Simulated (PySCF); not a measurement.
ClGaH₂S₂.

```xyz
6

Ga     0.0000     0.0000     0.0026
Cl     0.0000     0.0000    -2.1365
S      0.0000    -1.9553     0.9927
H      0.0000    -1.4284     2.2375
S      0.0000     1.9553     0.9927
H      0.0000     1.4284     2.2375
```

Geometry optimised at PBE0-D3(BJ)/def2-SVP. The structure was generated by enumeration; whether it is a known compound was not checked. One conformer was computed; it need not be the lowest.

All values below come from PySCF with PBE/pcSseg-1. Non-relativistic, no solvent.

Computed absolute GIAO shielding of each atom: isotropic value and principal components (ppm):
```csv
atom,σ(iso),σ11,σ22,σ33,span
Ga1,1171.9,1072.5,1147.2,1296.1,223.5
Cl2,817.7,627.4,865.4,960.4,333.0
S3,594.0,484.4,578.8,718.7,234.3
H4,30.2,22.5,28.3,39.7,17.3
S5,594.0,484.4,578.8,718.7,234.3
H6,30.2,22.5,28.3,39.7,17.3
```
